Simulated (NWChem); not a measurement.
System: C3H5ClSi; SMILES CC#C[SiH2]Cl

Excerpt of the output:

```
             Northwest Computational Chemistry Package (NWChem) 7.3.0
             --------------------------------------------------------

 C1  symmetry detected

                             Geometry "geometry" -> ""
                             -------------------------

 Output coordinates in angstroms (scale by  1.889725989 to convert to a.u.)

  No.       Tag          Charge          X              Y              Z
 ---- ---------------- ---------- -------------- -------------- --------------
    1 C                    6.0000     0.55129105    -3.44276266     0.00004756
    2 C                    6.0000     0.07985697    -2.06896405    -0.00036395
    3 C                    6.0000    -0.31874418    -0.90356015    -0.00082675
    4 Si                  14.0000    -0.90453412     0.82046609     0.00009685
    5 Cl                  17.0000     0.71619996     2.13441254    -0.00003576
    6 H                    1.0000     1.60044532    -3.50254798     0.35802354
    7 H                    1.0000    -0.06840945    -4.07955600     0.66548363
    8 H                    1.0000     0.51591793    -3.88096638    -1.01923637
    9 H                    1.0000    -1.71780966     1.09361064    -1.22935104
   10 H                    1.0000    -1.71648875     1.08964235     1.23119106

 Effective nuclear repulsion energy (a.u.)     231.8810644168

                                 NWChem DFT Module
                                 -----------------

 Summary of "ao basis" -> "ao basis" (spherical)
 ------------------------------------------------------------------------------
       Tag                 Description            Shells   Functions and Types
 ---------------- ------------------------------  ------  ---------------------
 C                          def2-svp                 6       14   3s2p1d
 Si                         def2-svp                 8       18   4s3p1d
 Cl                         def2-svp                 8       18   4s3p1d
 H                          def2-svp                 3        5   2s1p

            General Information
            -------------------
          SCF calculation type: DFT
          Wavefunction type:  closed shell.
          No. of atoms     :    10
          No. of electrons :    54
           Alpha electrons :    27
            Beta electrons :    27
          Charge           :     0
          Spin multiplicity:     1
          Use of symmetry is: off; symmetry adaption is: off
          Maximum number of iterations: 150
          AO basis - number of functions:   103
                     number of shells:    49
          Convergence on energy requested:  1.00D-06
          Convergence on density requested:  1.00D-05
          Convergence on gradient requested:  5.00D-04

              XC Information
              --------------
                       MN15-L Method XC Functional
                        MN15-L Exchange Functional  1.000
                      MN15-L Correlation Potential  1.000

             Grid Information
             ----------------
          Grid used for XC integration:  medium
          Radial quadrature: Mura-Knowles
          Angular quadrature: Lebedev.
          Tag              B.-S. Rad. Rad. Pts. Rad. Cut. Ang. Pts.
          ---              ---------- --------- --------- ---------
          C                   0.70       49          12.0       434
          Si                  1.10       88          12.0       590
          Cl                  1.00       88          14.0       590
          H                   0.35       45          13.0       434
          Grid pruning is: on
          Number of quadrature shells:   548
          Spatial weights used:  Erf1

      Superposition of Atomic Density Guess
      -------------------------------------

 Sum of atomic energies:        -863.43289017

      Non-variational initial energy
      ------------------------------

 Total energy =    -865.651193
 1-e energy   =   -1650.103669
 2-e energy   =     552.571412
 HOMO         =      -0.319467
 LUMO         =       0.004191

     ---------------------------------------------
      Total Density - Mulliken Population Analysis
     ---------------------------------------------

    Atom       Charge   Shell Charges
 -----------   ------   -------------------------------------------------------
    1 C    6     6.13   1.99  0.94  0.13  2.01  1.03  0.02
    2 C    6     5.95   1.99  0.98  0.30  1.82  0.81  0.04
    3 C    6     6.58   1.99  1.02  0.44  2.03  1.08  0.03
    4 Si  14    13.15   2.00  1.99  0.97  0.21  5.93  1.00  0.86  0.19
    5 Cl  17    17.43   2.00  1.99  1.22  0.72  5.94  2.16  3.38  0.01
    6 H    1     0.87   0.65  0.20  0.02
    7 H    1     0.87   0.65  0.20  0.02
    8 H    1     0.87   0.65  0.20  0.02
    9 H    1     1.08   0.70  0.37  0.01
   10 H    1     1.08   0.70  0.37  0.01

   convergence    iter        energy       DeltaE   RMS-Dens  Diis-err
 ---------------- ----- ----------------- --------- --------- ---------
 d= 0,ls=0.0,diis     1   -866.3735529788 -1.10D+03  1.24D-02  5.36D-01
 d= 0,ls=0.0,diis     2   -866.3842216133 -1.07D-02  6.58D-03  2.45D-01
 d= 0,ls=0.0,diis     3   -866.4077902292 -2.36D-02  2.82D-03  1.03D-01
 d= 0,ls=0.0,diis     4   -866.4164828691 -8.69D-03  1.36D-03  3.96D-02
 d= 0,ls=0.0,diis     5   -866.4223572597 -5.87D-03  7.89D-05  6.39D-05
  Resetting Diis
 d= 0,ls=0.0,diis     6   -866.4223649367 -7.68D-06  2.37D-05  8.09D-06
 d= 0,ls=0.0,diis     7   -866.4223659568 -1.02D-06  9.79D-06  4.20D-07
 d= 0,ls=0.0,diis     8   -866.4223659275  2.93D-08  6.13D-06  6.24D-07

         Total DFT energy =     -866.422365927499
      One electron energy =    -1652.340148161922
           Coulomb energy =      620.894202962196
    Exchange-Corr. energy =      -66.857485144532
 Nuclear repulsion energy =      231.881064416759

 Numeric. integr. density =       54.000008389313

                       DFT Final Molecular Orbital Analysis
                       ------------------------------------

 Vector   25  Occ=2.000000D+00  E=-2.917562D-01
              MO Center=  1.8D-01,  1.6D+00, -2.0D-03, r^2= 3.2D+00
   Bfn.  Coefficient  Atom+Function         Bfn.  Coefficient  Atom+Function
  ----- ------------  ---------------      ----- ------------  ---------------
    73      0.578060   5 Cl pz               70      0.408695   5 Cl pz
    67      0.240278   5 Cl pz               94      0.166759   9 H  s
    99     -0.166551  10 H  s                95      0.141058   9 H  s
   100     -0.141211  10 H  s                52     -0.111517   4 Si pz
    34     -0.110723   3 C  pz               37     -0.096962   3 C  pz

 Vector   26  Occ=2.000000D+00  E=-2.623571D-01
              MO Center= -3.2D-02, -1.3D+00,  2.7D-02, r^2= 2.9D+00
   Bfn.  Coefficient  Atom+Function         Bfn.  Coefficient  Atom+Function
  ----- ------------  ---------------      ----- ------------  ---------------
    32      0.369833   3 C  px               18      0.344488   2 C  px
    35      0.239783   3 C  px               21      0.218488   2 C  px
    72      0.186359   5 Cl py               79     -0.140573   6 H  s
    33      0.133501   3 C  py               69      0.129215   5 Cl py
    19      0.115536   2 C  py               84      0.114229   7 H  s

 Vector   27  Occ=2.000000D+00  E=-2.584973D-01
              MO Center= -2.6D-01, -1.3D+00, -2.6D-02, r^2= 3.2D+00
   Bfn.  Coefficient  Atom+Function         Bfn.  Coefficient  Atom+Function
  ----- ------------  ---------------      ----- ------------  ---------------
    34      0.375837   3 C  pz               20      0.361705   2 C  pz
    37      0.256332   3 C  pz               23      0.239976   2 C  pz
    89      0.144086   8 H  s                94      0.141276   9 H  s
    99     -0.141318  10 H  s                95      0.123370   9 H  s
   100     -0.123113  10 H  s                 6     -0.106196   1 C  pz

 Vector   28  Occ=0.000000D+00  E=-3.847765D-02
              MO Center= -3.7D-01, -6.3D-01,  2.9D-02, r^2= 4.9D+00
   Bfn.  Coefficient  Atom+Function         Bfn.  Coefficient  Atom+Function
  ----- ------------  ---------------      ----- ------------  ---------------
    53      0.542506   4 Si px               21     -0.432235   2 C  px
    54      0.384154   4 Si py               18     -0.341999   2 C  px
    64     -0.335311   5 Cl s                80      0.270840   6 H  s
    72      0.262768   5 Cl py               71      0.252173   5 Cl px
    35      0.244514   3 C  px               85     -0.230502   7 H  s

 Vector   29  Occ=0.000000D+00  E=-2.161175D-02
              MO Center= -2.9D-01, -1.1D+00, -4.1D-02, r^2= 4.5D+00
   Bfn.  Coefficient  Atom+Function         Bfn.  Coefficient  Atom+Function
  ----- ------------  ---------------      ----- ------------  ---------------
    55     -0.552225   4 Si pz               23      0.517242   2 C  pz
    95     -0.440577   9 H  s               100      0.441998  10 H  s
    37     -0.411879   3 C  pz               20      0.388059   2 C  pz
    90      0.363871   8 H  s                34     -0.268656   3 C  pz
    85     -0.235730   7 H  s                89      0.162881   8 H  s

 Vector   30  Occ=0.000000D+00  E= 3.886089D-02
              MO Center= -9.6D-01,  9.6D-01,  3.9D-03, r^2= 5.0D+00
   Bfn.  Coefficient  Atom+Function         Bfn.  Coefficient  Atom+Function
  ----- ------------  ---------------      ----- ------------  ---------------
    54      1.303580   4 Si py               31      0.721970   3 C  s
     3      0.707683   1 C  s                53     -0.623011   4 Si px
    95     -0.578553   9 H  s               100     -0.577082  10 H  s
    36      0.553848   3 C  py               45      0.395325   4 Si s
    80     -0.365245   6 H  s                71      0.340566   5 Cl px

     ---------------------------------------------
      Total Density - Mulliken Population Analysis
     ---------------------------------------------

    Atom       Charge   Shell Charges
 -----------   ------   -------------------------------------------------------
    1 C    6     5.97   1.99  0.89  0.11  2.03  0.93  0.03
    2 C    6     6.12   1.99  0.93  0.21  1.91  1.04  0.04
    3 C    6     6.41   1.99  0.92  0.32  1.94  1.23  0.02
    4 Si  14    13.23   2.00  1.98  0.93  0.11  5.93  1.17  0.82  0.28
    5 Cl  17    17.34   2.00  1.98  1.16  0.83  5.94  2.10  3.30  0.02
    6 H    1     0.91   0.72  0.16  0.03
    7 H    1     0.91   0.72  0.16  0.03
    8 H    1     0.91   0.72  0.16  0.03
    9 H    1     1.10   0.76  0.33  0.01
   10 H    1     1.10   0.76  0.33  0.01

     -------------------------------------------
      Total Density - Lowdin Population Analysis
     -------------------------------------------

    Atom       Charge   Shell Charges
 -----------   ------   -------------------------------------------------------
    1 C    6     6.05   1.96  0.57  0.31  1.83  1.30  0.07
    2 C    6     5.99   1.97  0.65  0.31  1.76  1.23  0.08
    3 C    6     6.29   1.97  0.67  0.37  1.81  1.42  0.05
    4 Si  14    13.51   2.00  1.93  0.61  0.34  5.82  1.22  1.16  0.44
    5 Cl  17    17.10   2.00  1.95  1.01  0.84  5.82  2.23  3.22  0.02
    6 H    1     0.94   0.62  0.25  0.07
    7 H    1     0.94   0.62  0.25  0.07
    8 H    1     0.94   0.62  0.25  0.07
    9 H    1     1.11   0.66  0.43  0.02
   10 H    1     1.11   0.66  0.43  0.02

     Multipole analysis of the density
     ---------------------------------

     L   x y z        total         alpha         beta         nuclear
     -   - - -        -----         -----         ----         -------
     0   0 0 0     -0.000000    -27.000000    -27.000000     54.000000

     1   1 0 0     -0.085592     -0.042796     -0.042796     -0.000000
     1   0 1 0     -1.212707     -0.606353     -0.606353      0.000000
     1   0 0 1      0.002028      0.001014      0.001014      0.000000

     2   2 0 0    -33.753032    -72.898354    -72.898354    112.043675
     2   1 1 0     -2.759674      9.568162      9.568162    -21.895997
     2   1 0 1      0.004700      0.002355      0.002355     -0.000010
     2   0 2 0    -27.835590   -433.384301   -433.384301    838.933011
     2   0 1 1     -0.015061      0.007273      0.007273     -0.029608
     2   0 0 2    -34.493793    -25.526467    -25.526467     16.559141
```

Level: MN15-L/def2-SVP. Coordinates come from a PBE-D3(BJ)/def2-SVP optimisation.

Q: Which NWChem input produces such a log?

A: This is not unique; one that fits is the input that was run:
```
start job
memory heap 200 mb stack 900 mb global 1100 mb
geometry units angstroms noautoz
  C     -3.442257     0.284066    -0.154881
  C     -2.008806     0.128723    -0.329980
  C     -0.793063    -0.002949    -0.477224
  Si     1.004826    -0.195511    -0.691542
  Cl     1.976456    -0.000731     1.144549
  H     -3.671465     0.813633     0.793522
  H     -3.886583     0.872249    -0.984914
  H     -3.953346    -0.700865    -0.124674
  H      1.320417    -1.556002    -1.236550
  H      1.532715     0.867093    -1.607798
end
basis spherical
  * library def2-svp
end
dft
  xc mn15-l
  iterations 150
  mulliken
end
task dft energy
```
